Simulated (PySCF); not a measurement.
All of these have the formula C5H5F2NO2. The calculation used TDDFT B3LYP/def2-SVPD, vertical, gas phase, core orbitals frozen in the response (PySCF). Geometries: PBE0-D3(BJ)/def2-SVP; one conformer of each isolated species. 'Strongest' means the level of largest summed f among the lowest 6 singlets; it needn't be the same kind of state in each.

Question: Rank by computed LUMO energy, lowest first.
A. `N#C[C@@H]1CO[C@H](F)[C@@H](F)O1`
B. `CC(=O)COC(F)(F)C#N`
C. `N#C[C@]1(OC(F)F)CCO1`
D. `N#C[C@@H]1CO[C@@H](F)[C@@H](F)O1`

Answer: B (-1.44 eV), C (-0.81 eV), A (-0.65 eV), D (-0.48 eV).

```tsv
SMILES	LUMO (eV)	α (au)	HOMO (eV)	S1 (eV)	f (strongest)	S1 mainly
CC(=O)COC(F)(F)C#N	-1.44	72.7	-7.79	4.49	0.02	H→L (99%)
N#C[C@]1(OC(F)F)CCO1	-0.81	70.4	-8.83	6.81	0.01	H→L (94%)
N#C[C@@H]1CO[C@H](F)[C@@H](F)O1	-0.65	69.7	-8.50	6.76	0.01	H→L (92%)
N#C[C@@H]1CO[C@@H](F)[C@@H](F)O1	-0.48	69.3	-8.86	7.17	0.01	H→L (76%)
```

H and L stand for HOMO and LUMO.

- `CC(=O)COC(F)(F)C#N`: S1 has the pattern of n→π* at C=O.
- `N#C[C@]1(OC(F)F)CCO1`: Löwdin shares by element: HOMO oxygen 61%, carbon 12% or more, hydrogen 6% or more (atoms not listed hold the other 21%); LUMO carbon 34% or more, nitrogen 28%, oxygen 10% or more (atoms not listed hold the other 28%).
- `N#C[C@@H]1CO[C@H](F)[C@@H](F)O1`: Löwdin shares by element: HOMO oxygen 49%, carbon 18% or more (atoms not listed hold the other 33%); LUMO carbon 40% or more, nitrogen 34%, oxygen 10% or more (atoms not listed hold the other 17%).
- `N#C[C@@H]1CO[C@@H](F)[C@@H](F)O1`: Löwdin shares by element: HOMO oxygen 41%, carbon 18% or more (atoms not listed hold the other 42%); LUMO carbon 39% or more, nitrogen 31%, oxygen 12% or more (atoms not listed hold the other 18%).
